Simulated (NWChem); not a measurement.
System: AgH3O; SMILES [OH2]->[AgH]

All runs: NWChem. Geometry: optimised at PBE-D3(BJ)/def2-SVP. def2 effective core potentials on Ag; no spin-orbit coupling. Level M06-L/def2-SVP: energy and gradient on several grids; changes count from the extra-fine grid, which is no exact limit either.

Question: Which is the coarsest grid (coarse; xfine; medium; fine; xcoarse) from which on the energy stays within 500 μHa and each gradient component within 500 μHa/bohr of xfine?

Answer: fine.
```tsv
grid	size of the energy change (μHa)	largest change of a gradient component (μHa/bohr)	time, medium = 1 (rough)
xcoarse	3000	20000	about 1
coarse	200	3000	about 1
medium	30	800	about 1
fine	< 10	200	about 1
xfine	< 10	< 30	2
```
